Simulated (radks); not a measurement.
The mean radii <r> (bohr) of the occupied orbitals of an atom or ion are listed with their occupations. Calculated with a radial shooting solver on a logarithmic mesh with Libxc functionals: scalar-relativistic Kohn-Sham, exchange-only LDA, spin-polarised, spherical densities, point nucleus.

orbital  occ.      <r>
1s          2  0.01687
2s          2  0.07115
2p          6  0.06426
3s          2   0.1839
3p          6   0.1852
3d         10   0.1677
4s          2   0.4069
4p          6   0.4333
4d         10   0.4573
5s          2   0.8876
4f         14   0.4901
5p          6   0.9860

Name the element and its charge. Open shells, if any, are filled with parallel spins first.

Answer. Z = 79, gold, charge +11: Au11+ in [Xe] 4f14. The 1s radius gives Z: for a bare nucleus <r> = (2 gamma + 1)/(2Z) with gamma = sqrt(1 - (Z/c)^2), 0.01667 bohr for Z = 79, and screening makes it slightly larger (0.01687 here). The occupations add up to 68, and the charge is Z minus that.
